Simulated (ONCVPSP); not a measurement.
**Varying the ONCV potential for chromium**

Base potential:

chromium (Cr), optimised norm-conserving Vanderbilt (ONCV), made with ONCVPSP 4.0.1 (revPBE, fully relativistic). Core [Ne], reference 3s2 3p6 3d4.5 (charge +1.5). Waves: 3s: rc 1.35 bohr, ncon 4, nbas 9, qcut 7.7 1/bohr, 1 projector; 3p: rc 1.45 bohr, ncon 4, nbas 8, qcut 10.8 1/bohr, 2 projectors, debl 0.5 Ha; 3d: rc 1.40 bohr, ncon 4, nbas 9, qcut 12.1 1/bohr, 2 projectors, debl 2.8 Ha. Local part: polynomial inside 1.00 bohr (lpopt 5, dvloc0 1 Ha). Core correction: polynomial model core, fcfact 0.6.

Open shells are filled in proportion to 2j + 1.

In the p channel the program set the typed energies aside and used -2.153, 0.250 Ha (j = l + 1/2; the other j can differ).

Cutoffs, loose and tight: the cutoffs (Ha) at which the residual kinetic energy of the hardest occupied pseudo-wave falls to 1 and 0.1 mHa per electron. They do not see the model core or the augmentation charge, which bear on the density cutoff. Test errors are all-electron minus pseudo excitation energies from the reference, over the configurations 3s2 3p6 3d5 4s1; 3s2 3p6 3d5; 3s2 3p6 3d4; 3s2 3p6 3d4 4s1 4p1. A dash means not determined; rows that change the core or the reference have their own tests.

| change | outcome | cutoff, loose | cutoff, tight | bound ghosts | GHOST(+) flags above zero | largest test error (meV) |
| --- | --- | --- | --- | --- | --- | --- |
| base | generated, projector energies reset by the program | 51 Ha | 58 Ha | none | none | +329 |
| s: qcut 4.9; p: qcut 6.8; d: qcut 7.6 | generated, projector energies reset by the program | 104 Ha | 159 Ha | none | none | +582 |
| s: qcut 6.8; p: qcut 9.5; d: qcut 10.6 | generated, projector energies reset by the program | 44 Ha | 57 Ha | none | none | +419 |
| s: qcut 7.9; p: qcut 11.1; d: qcut 12.4 | generated, projector energies reset by the program | 52 Ha | 60 Ha | none | none | +316 |
| s: qcut 9.1; p: qcut 12.7; d: qcut 14.2 | generated, projector energies reset by the program | 60 Ha | 69 Ha | none | none | +227 |
| s: qcut 9.8; p: qcut 13.7; d: qcut 15.4 | generated, projector energies reset by the program | 61 Ha | 71 Ha | none | none | +189 |
| s: qcut 10.2; p: qcut 14.3; d: qcut 16.1 | generated, projector energies reset by the program | 55 Ha | 63 Ha | none | none | +171 |

Q: What comes out with this change to the base: s: qcut 5.6; p: qcut 7.8; d: qcut 8.8?

A: outcome: generated, projector energies reset by the program; cutoff, loose: 37 Ha; cutoff, tight: 121 Ha; bound ghosts: none; GHOST(+) flags above zero: none; largest test error (meV): +539.

Q: What comes out with this change to the base: s: qcut 11.3; p: qcut 15.9; d: qcut 17.8?

A: outcome: failed: ERROR pspot: first pseudo wave function has node, program will stop. Cause: the optimised pseudo-wave of the first projector has a node, so the radial equation cannot be inverted for a potential.

Q: What comes out with this change to the base: s: qcut 7.4; p: qcut 10.4; d: qcut 11.6?

A: outcome: generated, projector energies reset by the program; cutoff, loose: 49 Ha; cutoff, tight: 56 Ha; bound ghosts: none; GHOST(+) flags above zero: none; largest test error (meV): +359.
